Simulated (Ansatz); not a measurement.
Cost and result up the ladder for triphenylsulfonium tris(triflyl)methide, `O=S(=O)([C-](S(=O)(=O)C(F)(F)F)S(=O)(=O)C(F)(F)F)C(F)(F)F.c1ccc([S+](c2ccccc2)c2ccccc2)cc1` (56 atoms). The state is a singlet with charge 0. Geometry: PBE-D4/def2-SVP.

```xyz
56

O    -0.279   -4.113    1.801
S    -0.331   -2.642    1.854
O    -1.077   -1.890    0.806
C     1.287   -2.034    2.049
S     1.524   -0.323    2.098
O     0.199    0.277    2.445
O     2.289    0.244    0.952
C     2.598    0.087    3.648
F     2.537   -0.897    4.544
F     2.055    1.198    4.175
F     3.854    0.341    3.309
S     2.675   -3.078    2.000
O     2.470   -4.347    2.714
O     3.846   -2.204    2.244
C     2.855   -3.594    0.171
F     3.423   -2.592   -0.533
F     1.661   -3.869   -0.377
F     3.637   -4.673    0.097
C    -1.255   -2.225    3.499
F    -1.897   -3.332    3.886
F    -0.397   -1.854    4.450
F    -2.152   -1.251    3.294
C     0.460   -1.893   -4.035
C     1.351   -1.772   -2.956
C     1.024   -0.968   -1.857
C    -0.202   -0.283   -1.876
S    -0.535    0.670   -0.390
C     0.285    2.242   -0.687
C     0.658    2.938    0.475
C     1.300    4.176    0.330
C     1.579    4.684   -0.949
C     1.222    3.958   -2.096
C     0.569    2.722   -1.974
C    -2.286    1.086   -0.481
C    -2.756    2.209   -1.181
C    -4.134    2.471   -1.179
C    -5.013    1.625   -0.483
C    -4.520    0.516    0.221
C    -3.145    0.236    0.237
C    -1.114   -0.395   -2.935
C    -0.767   -1.210   -4.023
H     0.719   -2.535   -4.890
H     2.304   -2.318   -2.951
H     1.705   -0.865   -0.998
H     0.473    2.495    1.465
H     1.604    4.735    1.227
H     2.093    5.652   -1.053
H     1.459    4.350   -3.096
H     0.302    2.134   -2.864
H    -2.061    2.877   -1.710
H    -4.519    3.348   -1.721
H    -6.092    1.841   -0.482
H    -5.207   -0.139    0.778
H    -2.730   -0.625    0.783
H    -2.080    0.129   -2.907
H    -1.469   -1.317   -4.864
```

Ansatz on 4 threads of AMD EPYC 7R13 on a shared host and a share (37 GiB) of an NVIDIA H100 80GB HBM3. Times are rough, and most runs start from the orbitals of an earlier one. No level here is sound enough to serve as a yardstick. Binding counts from free atoms at the same level (O triplet, S triplet, C triplet, F doublet, H doublet; other spins of the atoms weren't run), without zero-point energy or a counterpoise term.

HSE06 is defined as in plane-wave codes, on full-range PBE exchange. Correlated methods freeze 57 core orbitals. The rows differ in basis, and correlated rows in double-zeta sets carry the largest basis error. Single mean-field runs in def2-SVP, def2-TZVP are fitted with def2-universal-jkfit.

Correlated methods converge slowly with the basis, most of all in double-zeta sets.

| level | functions | wall time |
| --- | --- | --- |
| PBE-D4/def2-SVP (with forces) | 665 | 6 s |
| HSE06-D4/def2-SVP | 665 | 6.5 s |
| PBE0-D4/def2-SVP | 665 | 7.5 s |
| r2SCAN-D4/def2-SVP (with forces) | 665 | 8 s |
| PBE-D4/def2-TZVP | 1385 | 8 s |
| MP2/def2-SVP | 665 | 8 s |
| ωB97M-V/def2-SVP | 665 | 12 s |
| PBE0-D4/def2-TZVP | 1385 | 15 s |

(1) Estimate what each level gives for the binding energy per atom (eV).

## Answers

(1) 
```csv
level,binding energy per atom (eV),remarks
PBE-D4/def2-SVP (with forces),4.96,–
HSE06-D4/def2-SVP,4.76,–
PBE0-D4/def2-SVP,4.76,–
r2SCAN-D4/def2-SVP (with forces),4.74,–
PBE-D4/def2-TZVP,4.93,–
MP2/def2-SVP,4.54,restricted SCF unstable
ωB97M-V/def2-SVP,4.73,–
PBE0-D4/def2-TZVP,4.74,–
```
